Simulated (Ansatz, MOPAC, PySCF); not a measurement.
Noncovalent pair: CH3F (SMILES CF) (first 5 atoms) with CH2O (SMILES C=O); geometry from B3LYP-D3(BJ)/def2-TZVP, rigid monomers moved along the line of their centres of mass till F2···C6 is 3.18 Å.
(charge 0, multiplicity 1):
| atom | x (Å) | y (Å) | z (Å) |
|---|---|---|---|
| C | -0.5414 | -0.1869 | -0.1505 |
| F | -0.4407 | 1.0388 | 0.5134 |
| H | -0.5796 | -0.9803 | 0.5948 |
| H | -1.4522 | -0.1788 | -0.7491 |
| H | 0.3335 | -0.3031 | -0.7900 |
| C | -0.3813 | 0.3312 | 3.6170 |
| O | -0.4639 | -0.8654 | 3.5559 |
| H | -1.2749 | 0.9790 | 3.6805 |
| H | 0.5932 | 0.8532 | 3.6173 |

Monomers are frozen at their geometry in the pair; levels with a basis set take the counterpoise correction. Rows marked so take none.

Rows in 3-21G carry no dispersion term and start afresh at each structure. The state reached by AM1 isn't checked.

Programs: Ansatz (a program for electronic structure) with Gaussian orbitals; MOPAC for AM1 (differences of heats of formation); PySCF for 3-21G rows, the dispersion terms. Values without a source in brackets are computed.

Task: One of these levels gives -2.6 kJ/mol for the interaction energy. Name it.
(A) AM1
(B) B3LYP/3-21G (no counterpoise)
(C) PBE/def2-TZVPPD
(D) PBE-D3(BJ)/def2-TZVPPD

Result: A, AM1. The others give -7.9 (PBE/def2-TZVPPD), -10.5 (PBE-D3(BJ)/def2-TZVPPD), -13.3 (B3LYP/3-21G (no counterpoise))
